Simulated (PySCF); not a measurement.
**Pb(CH3)2H2 at several levels of theory**

Computed with PySCF 2.14.0 (density fitting, no spin-orbit coupling) at the geometry relaxed with TPSS:

```xyz
11
Pb(CH3)2H2 (singlet)
Pb    0.0000    0.0000   -0.1804
C     1.3186    1.3186    1.1085
H     1.9451    1.9451    0.4543
H     0.6776    1.9543    1.7397
H     1.9543    0.6776    1.7397
C    -1.3186   -1.3186    1.1085
H    -1.9451   -1.9451    0.4543
H    -0.6776   -1.9543    1.7397
H    -1.9543   -0.6776    1.7397
H     1.0235   -1.0235   -1.2315
H    -1.0235    1.0235   -1.2315
```

| level | basis | state | HOMO (eV) | gap (eV) | charge on Pb1 (e) | dipole about the centre of mass (D) | largest force component (eV/Å) |
| --- | --- | --- | --- | --- | --- | --- | --- |
| TPSS | Pb def2-SVP with ECP60, C def2-SVP, H def2-SVP | singlet | -6.57 | 5.74 | 0.39 | 0.97 | 0.01 |
| BP86 | the same | singlet | -6.61 | 5.56 | 0.34 | 0.93 | 0.10 |
| r2SCAN | the same | singlet | -6.74 | 6.02 | 0.41 | 0.88 | 0.07 |
| revPBE | the same | singlet | -6.46 | 5.58 | 0.36 | 0.89 | 0.10 |
| M06-L | the same | singlet | -6.63 | 5.98 | 0.67 | 0.77 | 0.15 |
| TPSS | Pb def2-TZVP with ECP60, C def2-TZVP, H def2-TZVP | singlet | -6.60 | 5.46 | 0.56 | 0.94 | 0.19 |

Charges are Mulliken's, which hang on the basis. The relaxation used the grid (50, 194), these runs (75, 302) or, all-electron (x2c bases, spin-free X2C Hamiltonian), (99, 590).

**Question.** What does TPSS with Pb x2c-SVPall, C x2c-SVPall, H x2c-SVPall give here?

**Answer.** state singlet, HOMO (eV) -6.59, gap (eV) 5.72, charge on Pb1 (e) 0.47, dipole about the centre of mass (D) 0.98, largest force component (eV/Å) 0.08. Time: 49 s on 2 threads of Arm Neoverse V2 (shared host), from free ions and atoms.

No frequency check is given that shows the relaxed geometry to be a minimum.
